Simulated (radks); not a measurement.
Values are calculated unless marked as measured or tabulated.
Kinetic energies: the exact non-interacting value of the Kohn-Sham orbitals and orbital-free approximations, as 100 (|E| - |E exact|)/|E exact|, negative where the magnitude is too small. Species: Ir4+ [Xe] 4f14 5d5; Mo+ [Kr] 4d5; Mn+ [Ar] 3d5 4s1; Ba+ [Xe] 6s1; Au+ [Xe] 4f14 5d10. Level of theory: non-relativistic Kohn-Sham, exchange-only B88, spin-polarised, spherical densities, point nucleus (a radial shooting solver on a logarithmic mesh with Libxc functionals). Every spin shell is full or empty, so the densities are truly spherical. Functionals are evaluated on that one density, not self-consistently.

functional          Ir4+      Mo+      Mn+      Ba+      Au+
exact (hartree)  16803.1  3975.36  1149.74  7883.40  17865.4
Thomas-Fermi       -4.70    -5.58    -6.62    -5.15    -4.65
von Weizsacker    -64.11   -55.96   -47.26   -59.95   -64.45
TF + vW           +31.19   +38.46   +46.11   +34.90   +30.91
TF + vW/9          -0.71    -0.68    -0.76    -0.70    -0.70
TF + vW/5          +2.48    +3.23    +3.93    +2.86    +2.46
LC94               0.00    +0.07    -0.01    +0.03    +0.01
APBEK              +0.03    +0.14    +0.09    +0.08    +0.04
revAPBEK           +0.17    +0.33    +0.36    +0.25    +0.17
Perdew 92          -0.70    -0.67    -0.75    -0.70    -0.69
Thakkar            -0.79    -0.50    -0.39    -0.64    -0.79
Pearson            -0.87    -0.97    -1.33    -0.92    -0.85
LKT               +16.14   +20.54   +25.46   +18.34   +15.98
PG1               +12.58   +16.19   +20.30   +14.37   +12.45
DePristo-Kress     -0.22    -0.06    -0.08    -0.14    -0.21
Ernzerhof          -0.49    -0.37    -0.31    -0.44    -0.48
